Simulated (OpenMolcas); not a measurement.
Sn: effect of the IPEA shift

| Quantity | Value |
| --- | --- |
| Program | OpenMolcas 26.06 |
| Basis | ANO-RCC-VTZP [7s6p4d2f1g] |
| Scalar Hamiltonian | DKH2, point nucleus |
| Active space | 4 electrons in 4 orbitals (5s 5p) |
| State averaging | 2S+1 = 3 even, 3 roots; 2S+1 = 1 even, 6 roots; 2S+1 = 5 odd, 1 root; 2S+1 = 3 odd, 5 roots |
| Spin-orbit coupling | state interaction with AMFI integrals over the reference wave functions, term energies averaged over their components |

Methods on the same reference wave functions:
A. CASSCF
B. SS-CASPT2, IPEA 0 Eh, imaginary shift 0.1 Eh (closed shells correlated: 4d)
C. SS-CASPT2, IPEA 0.25 Eh, imaginary shift 0.1 Eh (closed shells correlated: 4d)

Energies in cm⁻¹ above 5s² 5p² ³P₀, the measured ground level; measured values from NIST Handbook of Basic Atomic Spectroscopic Data.

```csv
Level,A,B,C,Measured
5s² 5p² ³P₀,0.0,0.0,0.0,0.0
5s² 5p² ³P₁,1450,1430,1442,1692
5s² 5p² ³P₂,3141,3060,3030,3428
5s² 5p² ¹D₂,10425,9090,8490,8613
5s² 5p² ¹S₀,17425,18130,17700,17162
5s 5p³ ⁵S°₂,28014,38600,37900,39626
```

Deviations, from unrounded energies. A percentage is the sum of absolute deviations over the sum of measured energies, with the sign that they share, or ± where signs differ.

```
                        Against measurement  Levels      A      B      C
             mean absolute deviation (cm-1)       5   2800    620    610
      fine structure of the ground term (%)       2  -10.3  -12.3  -12.6
other terms of the ground configuration (%)       2   +8.1   +5.6   ±2.6
                   other configurations (%)       1  -29.3   -2.6   -4.4
```

B, C lie about equally close to measurement and A furthest from it. The largest miss of C in the table is 5s 5p³ ⁵S°₂, by -1700 cm-1. The ranking rests on the paired levels alone, and a cruder setting can come out closer through cancelling errors.

Between B and C the level of the table that moves most is 5s 5p³ ⁵S°₂, by 700 cm-1 (lowest in C, highest in B). Moves below CASPT2's spread within the term are not significant.

The mean deviations of B to C differ by less than CASPT2's widest spread within a term (260 cm-1), so their order carries little weight.

From A to B the spin-free energies of the other terms of 5s² 5p² shown, above ³P, scale by factors of 0.82 to 1.05.

The lowest spin-free term lies below A's lowest term by 0.473 hartree in B, 0.464 hartree in C.

CASPT2 does not keep the components of a term degenerate, so their means are used; among the terms shown or strongly mixed into the levels shown the widest spread is 260 cm-1 (5s² 5p² ¹D, C). Over all roots computed the reference weight is 0.81 to 0.92 in B, 0.86 to 0.93 in C; the roots of lowest weight are the least certain, and an intruder state may touch them. Terms of s pⁿ other than that of highest spin mix with s² pⁿ⁻² d, which this space lacks; all of them can be thousands of cm-1 off, and some have no real level of that name. Computed and measured levels are paired by configuration, term and J; levels that our copy of the source lacks, or whose pairing is in doubt (as where it misses far off the trend of its configuration), stay unpaired and out of the deviations. Only configurations of the active space appear. The table leaves out levels that lie high or whose names do not pair safely across all columns.

° marks odd parity.
